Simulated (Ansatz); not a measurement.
`O/C=[C](\[AlH2])[SiH3]`. Total charge 0; spin multiplicity 1. The structure was optimised at the PBE0-D4/def2-TZVP level. It is one conformer, not always the lowest.

```xyz
12

O     1.862   -0.877    1.319
C     1.078    0.116    0.883
C     0.034    0.034    0.033
Al   -0.490   -1.660   -0.709
Si   -0.847    1.610   -0.368
H     1.573   -1.716    0.926
H     1.413    1.053    1.331
H    -1.701   -1.832   -1.710
H     0.384   -2.921   -0.251
H    -0.217    2.748    0.360
H    -2.285    1.543    0.014
H    -0.805    1.902   -1.828
```

**Question.** What is the dipole moment at r2SCAN/def2-TZVPP? (An estimate is asked.)

**Answer.** The calculation gave: 0.90 D, with components (0.35, -0.82, 0.12) D in this frame, pointing from negative to positive charge.

**Question.** And with PBE, B3LYP, ωB97M-V? (Best estimate.)

**Answer.** Computed: PBE 0.90 D, B3LYP 0.83 D, ωB97M-V 0.85 D.

**Question.** Give the Mulliken charges with r2SCAN, PBE, ωB97M-V in def2-TZVPP. (An estimate is asked.)

**Answer.** The calculation gave: 
| atom | r2SCAN | PBE | ωB97M-V |
| --- | --- | --- | --- |
| O1 | -0.27 | -0.22 | -0.26 |
| C2 | 0.19 | 0.08 | 0.13 |
| C3 | -0.42 | -0.22 | -0.39 |
| Al4 | 0.48 | 0.32 | 0.38 |
| Si5 | 0.30 | 0.18 | 0.17 |
| H6 | 0.22 | 0.21 | 0.21 |
| H7 | 0.08 | 0.09 | 0.11 |
| H8 | -0.13 | -0.10 | -0.09 |
| H9 | -0.19 | -0.15 | -0.14 |
| H10 | -0.09 | -0.06 | -0.04 |
| H11 | -0.08 | -0.06 | -0.04 |
| H12 | -0.08 | -0.06 | -0.04 |

B3LYP here is the variant with VWN-RPA as its local correlation; programs differ in this.
